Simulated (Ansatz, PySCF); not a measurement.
Process, species as SMILES: CCCC -> [CH3] (CH3) + [CH2]CC (the C-C bond at the site shown breaks; other sites are not compared here)
Each molecule is optimised on its own at B3LYP-D3(BJ)/def2-TZVP (Ansatz, an electronic-structure program), one conformer each, not searched for the lowest.

Quantity: bond dissociation energy (enthalpy at 298 K, with B3LYP-D3(BJ) rigid-rotor harmonic-oscillator terms from PySCF), in kcal/mol. Cores are frozen in the correlated levels unless marked. UHF or UKS for open shells. No spin-orbit coupling. No relativistic terms. Basis-set limits of correlation are two-point, X^-3; Hartree-Fock from the larger set. [CCSD(T)-MP2]/basis is that difference in the basis named.

```tsv
level	program	bond dissociation energy (kcal/mol)
HF/def2-TZVPD	PySCF	57.7
revPBE-D3(BJ)/def2-TZVPD	Ansatz + dftd3	84.9
PBE0-D4/def2-TZVP	Ansatz + dftd4	87.7
r2SCANh-D4/def2-TZVPD	Ansatz + dftd4	81.1
B2PLYP-D4/def2-TZVPD	Ansatz + dftd4	86.8
CCSD(T)/STO-3G	Ansatz	105.8
RI-MP2/CBS(cc-pVTZ,cc-pVQZ)+[CCSD(T)-MP2]/cc-pVTZ	Ansatz	90.3
```
